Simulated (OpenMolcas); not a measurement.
Os2+: moving or changing the point charges

Os2+ among 2 point charges of -1 e arranged as a linear pair (D∞h), 1.82 Å from the ion.
```
   0.0000    0.0000    1.8200  -1.00
   0.0000    0.0000   -1.8200  -1.00
```

| Property | Result |
| --- | --- |
| Program | OpenMolcas 26.06 |
| Method | CASSCF |
| Basis | ANO-RCC-VDZP [7s6p4d2f1g] |
| Scalar Hamiltonian | DKH2, point nucleus |
| Active space | 6 electrons in 5 orbitals (5d) |
| State averaging | 2S+1 = 5 even, 5 roots; 2S+1 = 3 even, 45 roots; 2S+1 = 1 even, 50 roots |
| Spin-orbit coupling | state interaction with AMFI integrals over the reference wave functions |

Runs around this geometry, states (labels by Λ). Energies in cm-1 above the lowest state or level, χT in cm3 K/mol.

```json
{"R (Å)": "1.82", "q (e)": "-0.5", "Ground state": "5Δ", "First state of that spin": "5Π 2784", "First gap with spin-orbit (degeneracies)": "1179 (2, 2)", "χT at 300 K": "4.677", "First state of another spin": "3Φ 13121"}
{"R (Å)": "1.82", "q (e)": "-1", "Ground state": "5Δ", "First state of that spin": "5Π 6004", "First gap with spin-orbit (degeneracies)": "1286 (2, 2)", "χT at 300 K": "4.701", "First state of another spin": "3Σ 10470"}
{"R (Å)": "1.9", "q (e)": "-1", "Ground state": "5Δ", "First state of that spin": "5Π 5425", "First gap with spin-orbit (degeneracies)": "1311 (2, 2)", "χT at 300 K": "4.680", "First state of another spin": "3Σ 11007"}
```

Taking the first state of the same spin as R^-n, n = -ln(5425 / 6004) / ln(1.9 / 1.82) = 2.4 between the shortest and longest distance.

Scaling the charges by -0.5 / -1 = 0.50 scales the first state of the same spin by 2784 / 6004 = 0.46; with fixed orbitals a first-order splitting would follow the charge.

Without dynamic correlation the repulsion within the d shell is too large (B by tens of per cent), so at a given field states of lower spin stand too high. Point charges give a weaker field than real ligands, and real ions of this kind are as a rule low spin; the high spin found here belongs to the model. This is an electrostatic model: the charges have no orbitals. No measured value stands beside these numbers.
